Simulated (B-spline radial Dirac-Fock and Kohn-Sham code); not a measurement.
Core-level shifts of krypton with charge state

Method: Dirac-Fock energy differences between relaxed states, corrected for Breit and QED terms. Computed with an atomic code on a B-spline grid. Each ion is free and in its tabulated ground configuration. No correlation.

Reference: Kr¹⁴⁺, [Ar] 3d4, with K (1s) 14780.3 eV, L1 (2s) 2381.6 eV, L2 (2p1/2) 2184.4 eV, M1 (3s) 679.8 eV. Shifts from it, in eV (a dash: the subshell is empty, belongs to an open shell averaged over j, or its hole state is left out as unreliable):

| ion | configuration | K (1s) | L1 (2s) | L2 (2p1/2) | M1 (3s) |
| --- | --- | --- | --- | --- | --- |
| Kr¹⁵⁺ | [Ar] 3d3 | +59.7 | +59.2 | +59.5 | +45.5 |
| Kr¹⁶⁺ | [Ar] 3d2 | +121.7 | +120.6 | +121.2 | +92.3 |
| Kr¹⁷⁺ | [Ar] 3d1 | +186.3 | +184.2 | +185.2 | +140.3 |
| Kr¹⁸⁺ | [Ne] 3s2 3p6 | +253.2 | +249.9 | +251.3 | +189.5 |
| Kr¹⁹⁺ | [Ne] 3s2 3p5 | +324.7 | +312.8 | +315.2 | +234.3 |
| Kr²⁰⁺ | [Ne] 3s2 3p4 | +398.1 | +377.1 | +380.5 | +279.9 |
| Kr²¹⁺ | [Ne] 3s2 3p3 | +473.4 | +442.7 | – | +326.3 |
